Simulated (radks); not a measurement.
Task: The mean radii <r> (bohr) of the occupied orbitals of an atom or ion are listed with their occupations. All-electron calculation, non-relativistic Kohn-Sham, TPSS, spin-polarised, spherical densities, point nucleus; meta-GGA in the generalised Kohn-Sham scheme. Program: a radial shooting solver on a logarithmic mesh with Libxc functionals.

orbital  occ.      <r>
1s          2  0.03104
2s          2   0.1343
2p          6   0.1146
3s          2   0.3612
3p          6   0.3527
3d         10   0.3245
4s          2   0.8795
4p          6   0.9360
4d         10    1.166
5s          2    2.577

Name the element and its charge. Open shells, if any, are filled with parallel spins first.

Result: Z = 49, indium, charge +1: In+ in [Kr] 4d10 5s2. The 1s radius gives Z: for a bare nucleus <r> = 1.5/Z, 0.03061 bohr for Z = 49, and screening makes it slightly larger (0.03104 here). The occupations add up to 48, and the charge is Z minus that.
